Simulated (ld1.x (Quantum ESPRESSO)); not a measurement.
## Varying the TM potential for phosphorus

Base potential:

```
Element                 : P (Z = 15)
Generator               : ld1.x (Quantum ESPRESSO) 7.5
Type                    : norm-conserving Troullier–Martins (Kleinman–Bylander form)
Functional              : revPBE
Relativity              : scalar-relativistic
Frozen core             : [Ne]
Valence charge          : 5
Reference configuration : 3s2 3p3
Partial waves           : 3s (bound): rc 1.10 bohr; 3p (bound): rc 1.30 bohr; 3d channel at 0.05 Ry: rc 1.25 bohr
Local potential         : the d channel
Core correction         : Bessel-smoothed model core, default radius (core density twice the valence density)
```

All-electron outer shells of the reference configuration (revPBE, scalar-relativistic, ld1.x):

```tsv
shell	level (eV)	outermost node (bohr)	outermost maximum (bohr)
2s	-174.10	0.14	0.42
2p	-124.45	–	0.36
3s	-13.94	0.65	1.58
3p	-5.48	0.64	1.83
```

Cutoffs, loose and tight: the cutoffs (Ry, on a coarse ladder) from which the occupation-weighted sum of valence levels, in a spherical-Bessel basis at the reference potential, stays within 10 and 1 mRy of its value at 400 Ry. They do not see the model core or the augmentation charge, which bear on the density cutoff. Test errors are all-electron minus pseudo excitation energies from the reference, over the configurations 3s2 3p2; 3s2 3p1; 3s2 3p0; 3s2 3p2.5; 3s1 3p4; 3s1 3p3; 3s2 3p3.3. A dash means not determined; rows that change the core or the reference have their own tests. The largest error is taken over the tests solved by every variant that gives reliable tests at all: 3s1 3p3; 3s1 3p4; 3s2 3p0; 3s2 3p1; 3s2 3p2; 3s2 3p3.3.

A true bound ghost makes a file unfit for plane-wave use even where its test errors are small: the radial tests pick states by their node count and pass the ghost by.

The default core radius of the base comes out at 0.99 bohr.

| change | outcome | cutoff, loose | cutoff, tight | bound ghosts | largest test error (meV) |
| --- | --- | --- | --- | --- | --- |
| base | generated | 70 Ry | 180 Ry | s | +518 |
| core correction Bessel-smoothed model core inside 0.44 bohr | generated | 70 Ry | 180 Ry | s | +485 |
| core correction Bessel-smoothed model core inside 0.66 bohr | generated | 70 Ry | 180 Ry | s | +487 |
| core correction Bessel-smoothed model core inside 0.78 bohr | generated | 70 Ry | 180 Ry | s | +493 |
| core correction Bessel-smoothed model core inside 0.86 bohr | generated | 70 Ry | 180 Ry | s | +500 |
| core correction Bessel-smoothed model core inside 1.06 bohr | generated | 70 Ry | 180 Ry | s | +538 |
| core correction Bessel-smoothed model core inside 1.16 bohr | generated | 70 Ry | 180 Ry | s | +577 |
| core correction Bessel-smoothed model core inside 1.28 bohr | generated | 70 Ry | 180 Ry | s | +655 |

Question: What comes out with this change to the base: core correction none?

Answer: outcome: generated; cutoff, loose: 70 Ry; cutoff, tight: 180 Ry; bound ghosts: s; largest test error (meV): +1958.
